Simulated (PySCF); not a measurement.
Chloromethylfluorosilane, CH₄ClFSi.
Numbering: `[F:1][SiH2:2][CH2:3][Cl:4]` (hydrogens: H5, H6 on Si2; H7, H8 on C3)

Torsions of this conformer, `[F:1][SiH2:2][CH2:3][Cl:4]`: F1–Si2–C3–Cl4 180°.

The closed-shell ground state was solved at several levels (PySCF, density fitting, gas phase, non-relativistic). The structure is a single PBE0-D3(BJ)/def2-TZVP conformer in the gas phase; no vibrational or solvent corrections.

```csv
level,basis functions,HOMO (eV),LUMO (eV),gap (eV),dipole (D)
B97-2/pcSseg-2,214,-8.25,-0.31,7.94,0.65
wB97X-D/pcSseg-2,214,-10.39,1.50,11.89,0.65
KT3/pcSseg-2,214,-7.26,-1.34,5.92,0.64
```

Q: What might PBE0/pcSseg-2 (214 basis functions) give for the same quantities?

A: HOMO -8.50 eV, LUMO -0.31 eV, gap 8.19 eV, dipole 0.64 D.

Q: Over all these levels, which gives the widest orbital gap and which the narrowest?

A: wB97X-D/pcSseg-2 (range-separated hybrid) has the widest, 11.89 eV, and KT3/pcSseg-2 (GGA) the narrowest, 5.92 eV. From the narrowest to the widest the HOMO moves by -3.13 eV and the LUMO by +2.84 eV.

Q: In the pcSseg-2 basis, how does the gap go with the fixed share of exact exchange?

A: KT3 (0 %) 5.92 eV; B97-2 (21 %) 7.94 eV; PBE0 (25 %) 8.19 eV. Each rise in the share widens the gap here.

Q: How far do the dipole and the HOMO energy spread over the levels?

A: The dipole runs from 0.64 to 0.65 D (mean 0.65 D) and the HOMO from -10.39 to -7.26 eV.
